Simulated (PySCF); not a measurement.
Te(OMe)(GeH3) (CH6GeOTe), SMILES CO[Te][GeH3].

Coordinates come from a PBE-D3(BJ)/def2-SVP optimisation. The structure was generated by enumeration, and PubChem lists no compound with its InChIKey, so it may never have been made. The def2 effective core potentials stand for the cores of Te; spin–orbit coupling is left out. Other conformers were not sampled.

Two levels are set side by side: PBE/def2-TZVP (PySCF) and M06-2X/def2-TZVP (PySCF). Same geometry, gas phase. Differences are taken from unrounded values.

| quantity | M06-2X |
|---|---|
| orbital gap (eV) | 6.39 |
| highest occupied level (eV) | -7.53 |
| lowest empty level (eV) | -1.14 |
| dipole moment (D) | 1.72 |
| mean polarisability (bohr³) | 89.1 |

### Question
What does PBE give, and how far is it from M06-2X? (Estimate from the structure and the level; the computed values follow.)

### Answer

```json
[
 {"quantity": "orbital gap (eV)", "PBE": "2.36", "PBE minus M06-2X": "-4.02"},
 {"quantity": "highest occupied level (eV)", "PBE": "-5.32", "PBE minus M06-2X": "2.21"},
 {"quantity": "lowest empty level (eV)", "PBE": "-2.96", "PBE minus M06-2X": "-1.82"},
 {"quantity": "dipole moment (D)", "PBE": "1.30", "PBE minus M06-2X": "-0.42"},
 {"quantity": "mean polarisability (bohr³)", "PBE": "93.3", "PBE minus M06-2X": "4.2"}
]
```

PBE's occupied levels lie high since its potential decays too fast outside the molecule; exact exchange lowers them and widens the gap. Loosely held outer electrons make PBE densities more polarisable. Differences between two approximate levels are no errors against the true value.

Rough cost on one machine, each run with all the roots and properties that it gave: M06-2X against PBE about 3 times.
